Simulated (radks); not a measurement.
Results of a calculation; reference values are marked as such.
Q: Neutral titanium: order these configurations by energy. Level of theory: Dirac Kohn-Sham, BLYP, spin-unpolarised, spherical densities, finite nucleus; Fermi nuclear charge, rms radius of each element as measured or else 0.836 A^(1/3) + 0.57 fm (a radial shooting solver on a logarithmic mesh with Libxc functionals). Sub-shells are occupied by j as written (lower j first in brackets). [Ar] 3d(3/2: 1, 5/2: 0) 4s2 4p(1/2: 1, 3/2: 0); [Ar] 3d(3/2: 2, 5/2: 0) 4s1 4p(1/2: 1, 3/2: 0); [Ar] 3d(3/2: 2, 5/2: 0) 4s2; [Ar] 3d(3/2: 3, 5/2: 0) 4s1.

A: From the lowest, in eV above it: [Ar] 3d(3/2: 2, 5/2: 0) 4s2 0.000; [Ar] 3d(3/2: 3, 5/2: 0) 4s1 1.102; [Ar] 3d(3/2: 2, 5/2: 0) 4s1 4p(1/2: 1, 3/2: 0) 3.080; [Ar] 3d(3/2: 1, 5/2: 0) 4s2 4p(1/2: 1, 3/2: 0) 4.711.
